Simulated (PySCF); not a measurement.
Heteronuclear NMR

Molfile (atoms numbered from 1):
```
C5H11FSi
     RDKit          3D

 18 17  0  0  0  0  0  0  0  0999 V2000
   -0.9878    1.5415   -0.8281 C   0  0  0  0  0  0  0  0  0  0  0  0
   -1.2707    0.3051   -0.4363 C   0  0  0  0  0  0  0  0  0  0  0  0
   -2.6192   -0.0354    0.1220 C   0  0  0  0  0  0  0  0  0  0  0  0
   -0.0582   -1.1394   -0.5602 Si  0  0  0  0  0  4  0  0  0  0  0  0
    1.7058   -0.5011   -0.9830 C   0  0  1  0  0  0  0  0  0  0  0  0
    2.3956    0.2403    0.1491 C   0  0  0  0  0  0  0  0  0  0  0  0
    2.4782   -1.6167   -1.3111 F   0  0  0  0  0  0  0  0  0  0  0  0
   -1.7088    2.3433   -0.7607 H   0  0  0  0  0  0  0  0  0  0  0  0
   -0.0272    1.8102   -1.2346 H   0  0  0  0  0  0  0  0  0  0  0  0
   -2.5185   -0.4046    1.1409 H   0  0  0  0  0  0  0  0  0  0  0  0
   -3.0771   -0.8280   -0.4667 H   0  0  0  0  0  0  0  0  0  0  0  0
   -3.2809    0.8283    0.1258 H   0  0  0  0  0  0  0  0  0  0  0  0
   -0.4619   -2.0674   -1.6222 H   0  0  0  0  0  0  0  0  0  0  0  0
    0.0168   -1.8461    0.7252 H   0  0  0  0  0  0  0  0  0  0  0  0
    1.7141    0.1117   -1.8922 H   0  0  0  0  0  0  0  0  0  0  0  0
    2.4714   -0.4021    1.0231 H   0  0  0  0  0  0  0  0  0  0  0  0
    3.3998    0.5432   -0.1432 H   0  0  0  0  0  0  0  0  0  0  0  0
    1.8200    1.1234    0.4110 H   0  0  0  0  0  0  0  0  0  0  0  0
  1  2  2  0
  2  3  1  0
  2  4  1  0
  4  5  1  0
  5  6  1  0
  5  7  1  0
  1  8  1  0
  1  9  1  0
  3 10  1  0
  3 11  1  0
  3 12  1  0
  4 13  1  0
  4 14  1  0
  5 15  1  6
  6 16  1  0
  6 17  1  0
  6 18  1  0
M  END
```

Level of theory: coordinates at the GFN2-xTB level, GIAO PBE0/pcSseg-1 shieldings, in PySCF 2.14 (one computed conformer, relativity neglected, fast rotation and ring inversion assumed for equivalent nuclei, no solvent).

(1) What are the 19F shifts?

(2) What are the 29Si shifts?

Answers

(1) 
```csv
atoms,environment,σ (ppm),δ (ppm)
F7,fluorine on an sp3 carbon,420.2,-218.5
```

Shieldings were converted by a linear fit to measured shifts: 19F: δ = 146.13 − 0.903σ +14.6 on sp3 carbon (rms 6.0 ppm, 223 shifts, 7.0 ppm with the 5 outliers that the fit left out vs CFCl3, solution or neat liquid). A few per cent of atoms miss by over 2 rms, more outside the fitted compound classes.

On a 600 MHz spectrometer 19F resonates near 564.6 MHz, so 1 ppm is 564.6 Hz.

(2) 
```tsv
atoms	environment	σ (ppm)	δ (ppm)
Si4	silicon bonded to 2 C, 2 H	393.2	-43.2
```

Shieldings were converted by a linear fit to measured shifts: 29Si: δ = 279.94 − 0.822σ (rms 8.9 ppm, 72 shifts, 25.8 ppm with the 6 outliers that the fit left out vs TMS, solution or neat liquid). A few per cent of atoms miss by over 2 rms, more outside the fitted compound classes.

On a 300 MHz spectrometer 29Si resonates near 59.6 MHz, so 1 ppm is 59.6 Hz.
